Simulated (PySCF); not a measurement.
FH₄NO₂Si.

```xyz
9

N     -1.6265    -0.4236     0.2548
Si     0.0053    -0.0121    -0.0114
O      0.2193     1.2196    -1.0913
O      0.9082    -1.2644    -0.5828
F      0.5497     0.4551     1.4457
H     -1.9193    -0.6901     1.1892
H     -2.1624    -0.9092    -0.4567
H     -0.2952     2.0193    -0.9311
H      1.7210    -1.0244    -1.0440
```

Geometry optimised at B3LYP-D3(BJ)/def2-SVP. The structure was generated by enumeration, and PubChem lists no compound with its InChIKey, so it may never have been made. One conformer was computed; it need not be the lowest.

These are PBE/pcSseg-1 (PySCF) values and carry that method's errors. Non-relativistic, no solvent.

Computed absolute GIAO shielding of each atom: isotropic value and principal components (ppm):
```tsv
atom	σ(iso)	σ11	σ22	σ33	span
N1	244.6	210.1	248.0	275.7	65.6
Si2	391.1	361.9	404.2	407.1	45.2
O3	271.2	249.8	251.9	311.8	62.0
O4	278.7	249.7	266.6	319.7	70.1
F5	309.4	264.8	270.9	392.6	127.8
H6	30.5	23.6	26.5	41.4	17.9
H7	30.8	23.9	26.5	42.0	18.1
H8	29.5	22.1	24.1	42.3	20.1
H9	29.2	21.3	24.2	42.1	20.8
```
